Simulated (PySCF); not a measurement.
# Electric field gradients and quadrupole coupling constants

Compound: C7H11PS.
Cartesian coordinates in Å at the PBE0-D3(BJ)/def2-SVP level; atoms count from 1:
```xyz
20
C7H11PS angstrom
C      3.897   -0.448   -0.045
C      2.479   -0.055    0.230
P      1.973    1.093    1.405
C      0.252    0.895    1.044
C     -0.104    0.004    0.068
C     -1.496   -0.309   -0.428
C     -2.405   -0.758    0.714
C     -2.084    0.881   -1.186
S      1.225   -0.804   -0.671
H      4.582    0.170    0.554
H      4.163   -0.313   -1.106
H      4.086   -1.503    0.212
H     -0.511    1.467    1.581
H     -1.410   -1.150   -1.139
H     -1.984   -1.627    1.240
H     -2.539    0.049    1.451
H     -3.401   -1.032    0.333
H     -3.079    0.636   -1.588
H     -1.436    1.177   -2.025
H     -2.191    1.753   -0.522
```

Field gradients from the PBE0/pcSseg-1 density (PySCF, non-relativistic), principal values in atomic units, ordered |Vxx| ≤ |Vyy| ≤ |Vzz|:

```json
{"atom": "S9", "Vxx": "-0.4279", "Vyy": "-1.2832", "Vzz": "1.7111"}
```

Task: Find the asymmetry η = (Vxx − Vyy)/Vzz and the couplings χ = eQV/h (234.96 MHz × Q in barn × V in au), with Q(33S) = −0.0678 b.

Result: 
```
atom            environment  nucleus     η  χzz (MHz)  χxx (MHz)  χyy (MHz)
  S9  thiophene-type sulfur      33S  0.50     -27.26       6.82      20.44
```

Task: What is Vzz at S9 in SI units (1 au = 9.71736 × 10²¹ V/m²)?

Result: 1.7111 au = 16.627 × 10²¹ V/m².

Task: And the gradient at the other heavy atoms, for which no coupling is worked out here?

Result: 
```
atom                  environment  Vzz (au)     η
  C1         benzylic-type carbon     0.111  0.18
  C2  substituted aromatic carbon    -0.247  0.01
  P3     phosphorus bonded to 2 C    -1.131  0.13
  C4           aromatic CH carbon     0.199  0.15
  C5  substituted aromatic carbon    -0.262  0.06
  C6         benzylic-type carbon     0.089  0.59
  C7                methyl carbon     0.067  0.19
  C8                methyl carbon     0.070  0.13
```

Task: What couplings would deuterons (Q(2H) = 0.00286 b) have in place of the hydrogens, at this geometry?

Result: 
```csv
atom,bonded to,bond length (Å),Vzz (au),η,χzz (kHz)
H10,C1,1.099,0.2910,0.04,196
H11,C1,1.102,0.2875,0.04,193
H12,C1,1.103,0.2868,0.03,193
H13,C4,1.094,0.3079,0.07,207
H14,C6,1.104,0.2762,0.05,186
H15,C7,1.100,0.2922,0.03,196
H16,C7,1.101,0.2906,0.03,195
H17,C7,1.101,0.2915,0.03,196
H18,C8,1.101,0.2913,0.03,196
H19,C8,1.100,0.2917,0.03,196
H20,C8,1.101,0.2902,0.03,195
```

Geometry: PBE0-D3(BJ)/def2-SVP, one conformer, isolated molecule. A larger basis could move these couplings by a tenth or more.

The run behind these numbers computed NMR shieldings as well. Hardware: AMD EPYC 9R45, one thread, no GPU, shared host with 96 logical CPUs at a one-minute load of 22. Cost: 23 s wall, 1.1 GiB resident at most.
